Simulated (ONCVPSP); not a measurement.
# An odd input for ONCVPSP 4.0.1 (Mo (Z = 42))

Command:

```bash
oncvpspnr.x < Mo.dat > Mo.out
```

Input:

```
# ATOM AND REFERENCE CONFIGURATION
# atsym  z   nc   nv     iexc    psfile
  Mo 42.00    8    2  -116133      upf
#
#   n    l    f
    1    0    2.00
    2    0    2.00
    2    1    6.00
    3    0    2.00
    3    1    6.00
    3    2   10.00
    4    0    2.00
    4    1    6.00
    4    2    5.00
    5    1    1.00
#
# PSEUDOPOTENTIAL AND OPTIMIZATION
# lmax
    2
#
#   l,   rc,      ep,       ncon, nbas, qcut
    0    2.35    0.10    4    9    3.10
    1    3.10    0.00    4    7   25.00
    2    2.35    0.00    3    8    6.10
#
# LOCAL POTENTIAL
# lloc, lpopt,  rc(5),   dvloc0
    4    5    1.80    4.00
#
# VANDERBILT-KLEINMAN-BYLANDER PROJECTORs
# l, nproj, debl
    0    2    2.00
    1    1    1.30
    2    2    1.30
#
# MODEL CORE CHARGE
# icmod, fcfact, rcfact
    3    3.50    1.40
#
# LOG DERIVATIVE ANALYSIS
# epsh1, epsh2, depsh
   -2.00    5.00    0.02
#
# OUTPUT GRID
# rlmax, drl
    6.00    0.01
#
# TEST CONFIGURATIONS
# ncnf
    4
# nvcnf
#   n    l    f
    3
    4    2    5.00
    5    1    0.00
    5    0    1.00
#
    2
    4    2    5.00
    5    1    0.00
#
    2
    4    2    4.00
    5    1    0.00
#
    3
    4    2    5.00
    5    1    0.00
    5    0    0.50
#
```

Output (end):

```

   Wellstate for l =  0  n =  7
     eigenvalue =   2.0500
     asymptotic potential =   2.5500
     half-point radius =  4.4639

Calculating optimized projector #   1

 for l=   0

    Fraction of norm inside rc  0.055928
    Optimizing pswf for qcut=   3.11 a_B^-1,  ecut=   4.82 Ha
    Residual kinetic energy error=  1.07D-04 Ha

    Energy error per electron        Cutoff
         Ha          eV             Ha
         0.01000     0.27211        1.26
         0.00100     0.02721        2.40
         0.00010     0.00272        5.41
         0.00001     0.00027       40.40

Calculating optimized projector #   2

 for l=   0

    Fraction of norm inside rc  0.141897
    Optimizing pswf for qcut=   3.11 a_B^-1,  ecut=   4.82 Ha
    Residual kinetic energy error=  4.70D-03 Ha

    Energy error per electron        Cutoff
         Ha          eV             Ha
         0.01000     0.27211        4.58
         0.00100     0.02721        5.48
         0.00010     0.00272        6.90
         0.00001     0.00027       21.97

Calculating optimized projector #   1

 for l=   1

    Fraction of norm inside rc  0.145793
    Optimizing pswf for qcut=  25.00 a_B^-1,  ecut= 312.50 Ha
    Residual kinetic energy error=  2.05-311 Ha
 ERROR pspot:  first pseudo wave function has node,          program will stop
 ERROR pspot: try changing psp parameters for this l
```

Problem. This input was made by a single change from one that runs to its end. What was changed?

Solution. The change: qcut of l = 1 set to 25.00. The program stops during the generation: "ERROR pspot: first pseudo wave function has node, program will stop". Messages: WARNING scattering state with energy 0.05000000; WARNING wellstate: moderately localized bound state found for n= 5 l= 0; WARNING will be used for the first projector. (oncvpspnr.x prints a scalar-relativistic banner.)
